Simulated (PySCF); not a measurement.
B(H)(Me)(PH2) (CH6BP), SMILES CBP.

The structure is a stationary point at PBE0-D3(BJ)/def2-TZVP. The values are those of a single conformer.

Computed with B3LYP/def2-TZVPD (PySCF).

```
Quantity                                                                                                        Value
---------------------------------------------------------------------------------------------  ----------------------
total energy                                                                                       -407.97284 hartree
highest occupied level                                                                                       -7.08 eV
lowest empty level                                                                                           -1.50 eV
orbital gap                                                                                                   5.58 eV
dipole moment                                                                                                  0.89 D
quadrupole, principal values (traceless, Buckingham form, about the centre of nuclear charge)   -2.14, 0.03, 2.11 D·Å
mean static polarisability                                                                       58.7 bohr³ (8.70 Å³)
polarisability, principal values                                                               48.8, 53.9, 73.6 bohr³
```
